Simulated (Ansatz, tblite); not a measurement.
Spin states of Ta₃S₈, each relaxed with PBE-D4/def2-SVP in Ansatz. Electronic energies in the gas phase.

In the def2 sets Ta takes a core potential; there is no spin–orbit coupling. The xTB rows come from tblite.

Doublet geometry (Cs within 0.1 Å):

```
atom   x (Å)   y (Å)   z (Å)
 Ta1  -1.499   0.587  -0.039
 Ta2   1.254   0.778   1.398
 Ta3   0.530  -1.262  -1.502
  S4  -0.590  -0.483   2.180
  S5  -0.839   0.448  -2.365
  S6  -0.114   2.488   0.537
  S7  -3.581   1.182   0.062
  S8   2.444  -0.453  -0.291
  S9   2.518   1.487   3.028
 S10   1.012  -2.759  -3.012
 S11  -1.134  -2.013   0.004
```

Quartet geometry (C2v within 0.1 Å):

```xyz
11

Ta    1.474    0.603   -0.438
Ta   -0.530   -0.007    1.880
Ta   -1.209   -0.704   -1.363
S     0.125    2.108    1.048
S     0.954   -1.663   -1.373
S     1.542   -1.059    1.436
S     3.433    1.401   -1.020
S    -2.398   -0.985    0.714
S    -0.704    0.181    4.068
S    -2.225   -1.381   -3.196
S    -0.462    1.506   -1.755
```

⟨S²⟩: doublet 0.76 at PBE0-D4/def2-SVP (pure 0.75), quartet 3.78 at PBE0-D4/def2-SVP (pure 3.75).

Run but left out: MP2/def2-SVP (quartet: ⟨S²⟩ 3.92, where a pure state has 3.75).

Only these spin states were relaxed.

Estimate which spin state lies lowest at each of these levels, and by how much: GFN1-xTB; GFN2-xTB; HF/def2-SVP; PBE-D4/def2-SVP; BLYP-D4/def2-SVP; r2SCAN-D4/def2-SVP; B97M-V/def2-SVP; PBE0-D4/def2-SVP.


| level | quartet − doublet (kJ/mol) | lowest of these | remarks |
| --- | --- | --- | --- |
| GFN1-xTB | 151.8 | doublet | – |
| GFN2-xTB | -113.1 | quartet | – |
| HF/def2-SVP | 160.1 | doublet | spin-contaminated (⟨S²⟩ 3.92) (quartet) |
| PBE-D4/def2-SVP | 131.4 | doublet | – |
| BLYP-D4/def2-SVP | 138.2 | doublet | – |
| r2SCAN-D4/def2-SVP | 144.9 | doublet | – |
| B97M-V/def2-SVP | 153.9 | doublet | – |
| PBE0-D4/def2-SVP | 145.0 | doublet | – |

Change of the quartet − doublet gap on mixing in exact exchange, in kJ/mol: PBE to PBE0 (25 % exact exchange) 13.6. The xTB methods have no spin-polarisation term.
